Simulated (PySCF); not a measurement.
From one molecule to another.

First species: C6H9O2P.
Bonds: C1–P2, P2–C3, C3–O4, P2–C5, C5–C6 (aromatic), C6–C7 (aromatic), C7–C8 (aromatic), C8–O9 (aromatic), C5–O9 (aromatic). Hydrogens: H10, H11, H12 on C1; H13, H14 on C3; H15 on O4; H16 on C6; H17 on C7; H18 on C8.

Second species: C6H8NOP.
Numbering: `[OH:1][CH2:2][PH:3][c:4]1[cH:5][cH:6][n:7][cH:8][cH:9]1` (hydrogens: H10 on O1; H11, H12 on C2; H13 on P3; H14 on C5; H15 on C6; H16 on C8; H17 on C9)

Structure used (GFN2-xTB), in Å, numbered top down from 1:
```xyz
17
C6H8NOP angstrom
O     -2.301   -0.580    1.120
C     -1.844   -1.634    0.323
P     -1.018   -1.067   -1.268
C      0.241    0.001   -0.469
C      0.153    1.390   -0.444
C      1.164    2.105    0.180
N      2.209    1.539    0.757
C      2.298    0.220    0.728
C      1.351   -0.593    0.129
H     -1.552   -0.043    1.406
H     -2.724   -2.220    0.047
H     -1.148   -2.290    0.866
H     -1.932   -0.031   -1.483
H     -0.682    1.900   -0.902
H      1.134    3.186    0.223
H      3.173   -0.201    1.206
H      1.469   -1.668    0.118
```

Levels: PBE0/pcSseg-1 for dipole moment, HOMO energy, LUMO energy and HOMO–LUMO gap; GFN2-xTB for rotational constant A and rotational constant C. Geometries: GFN2-xTB. Each species is one conformer at its optimised geometry, gas phase, non-relativistic unless stated. Electronic properties by PySCF.

Dipoles, sizes and rotational constants follow the conformer. The torsions of the flexible species, by atom-mapped SMILES:
- `[CH3:1][P:2]([CH2:3][OH:4])[c:5]1[cH:6][cH:7][cH:8][o:9]1`: C1–P2–C3–O4 49°, C1–P2–C5–C6 55°, H–O4–C3–P2 68°
- `[OH:1][CH2:2][PH:3][c:4]1[cH:5][cH:6][n:7][cH:8][cH:9]1`: O1–C2–P3–C4 56°, C2–P3–C4–C5 -104°, H–O1–C2–P3 -63°

| property | column X | column Y |
| --- | --- | --- |
| dipole moment | 0.99 D | 1.41 D |
| HOMO energy | -7.05 eV | -6.16 eV |
| LUMO energy | -1.24 eV | -0.16 eV |
| HOMO–LUMO gap | 5.81 eV | 6.00 eV |
| rotational constant A | 2.706 GHz | 2.396 GHz |
| rotational constant C | 0.866 GHz | 0.891 GHz |

Which column belongs to which species?

Column X is the second species and column Y the first. The first has 18 atoms and 76 electrons, the second 17 and 74.

How does each property change from the first species to the second?

dipole moment -0.42 D; HOMO energy -0.89 eV; LUMO energy -1.08 eV; HOMO–LUMO gap -0.19 eV; rotational constant A +0.310 GHz; rotational constant C -0.025 GHz.

On the first: The dipole equals about 4.7 × 10⁻³⁰ C·m (1 D = 3.33564 × 10⁻³⁰ C·m). A dipole of 1.41 D is allowed in C1, and pure rotational transitions are dipole-allowed.

On the second: The dipole equals about 3.3 × 10⁻³⁰ C·m (1 D = 3.33564 × 10⁻³⁰ C·m).
